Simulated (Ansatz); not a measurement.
Input file for Ansatz (a program for electronic structure): R-HF/def2-TZVPP on CH6Sn (SMILES [CH3][SnH3]), atoms moved off the minimum. Elements past Kr take the def2 small-core potentials; no spin–orbit coupling.

Ansatz 0.2 input:
```yaml
crystal:
  periodic: [false, false, false]
  atoms:
    - {symbol: Sn, position_ang: [-0.29036567, -0.15040498, -0.08486445]}
    - {symbol: C, position_ang: [1.94288833, -0.36659287, 0.07325322]}
    - {symbol: H, position_ang: [-1.10733303, -1.02524785, -1.33840166]}
    - {symbol: H, position_ang: [-0.80129500, 1.66325209, -0.15164201]}
    - {symbol: H, position_ang: [-1.02420896, -0.27556707, 1.46203577]}
    - {symbol: H, position_ang: [2.22439706, -1.36974620, 0.19215583]}
    - {symbol: H, position_ang: [1.94265021, 0.39777253, 0.81293084]}
    - {symbol: H, position_ang: [2.20811921, 0.07276405, -0.77456359]}
basis:
  gaussian:
    orbitals: def2-TZVPP
hamiltonian:
  xc: {name: HF}
scf: {lower_state_search: off}
output: {forces: true}
```

Program output:

```
WARN ansatz: RAYON_NUM_THREADS=1 ignored (pool sized by the plan → 1); use --threads N
Functional definition: HF
these checks for a lower state are left out or cut short: stability, starts, cluster_reference, orbital_swaps, neighbouring_geometries, increment
integrals: 0.06 GiB planned
1115 factors; their error is unknown
mean field: 0.42 GiB planned
mean field evaluation 1: about -6927.3434 eV, gradient 2.7e1 eV
mean field evaluation 2: about -6928.9749 eV, gradient 1.3e1 eV
mean field evaluation 4: about -6929.4088 eV, gradient 4.9e-1 eV
mean field evaluation 8: about -6929.7196 eV, gradient 7.3e-1 eV
mean field -6929.72011916 eV, -254.6625172461 hartree, gradient 6.0e-7 eV, S^2 0.000000; 0 other end points of the search recorded, 0 dependent functions left out
the calculation of the forces begins
reference -6929.72011916 eV, -254.6625172461 hartree; 17, 17 occupied and 148, 148 virtual orbitals, 1115 factors
Total energy: -6929.72011916 eV, -254.6625172461 hartree
Atom 0 at    -0.290366    -0.150405    -0.084864 Å, force    -0.470625     1.493919     0.165380 eV/Å
Atom 1 at     1.942888    -0.366593     0.073253 Å, force    -4.288115     0.225947     1.668789 eV/Å
Atom 2 at    -1.107333    -1.025248    -1.338402 Å, force     0.213724     0.147522     0.323599 eV/Å
Atom 3 at    -0.801295     1.663252    -0.151642 Å, force     0.801696    -1.505268    -0.471726 eV/Å
Atom 4 at    -1.024209    -0.275567     1.462036 Å, force     0.072846    -0.666599    -0.005640 eV/Å
Atom 5 at     2.224397    -1.369746     0.192156 Å, force     0.636174    -0.646272     0.731867 eV/Å
Atom 6 at     1.942650     0.397773     0.812931 Å, force     1.256753    -0.385324     1.240422 eV/Å
Atom 7 at     2.208119     0.072764    -0.774564 Å, force     1.777546     1.336075    -3.652691 eV/Å
Dipole moment:     0.254655    -0.194983    -0.073209 e Å
Checks for a lower state left out: stability, starts, cluster_reference, orbital_swaps, neighbouring_geometries, increment
```

The run converged.

Cost: roughly 2.6 core-seconds.
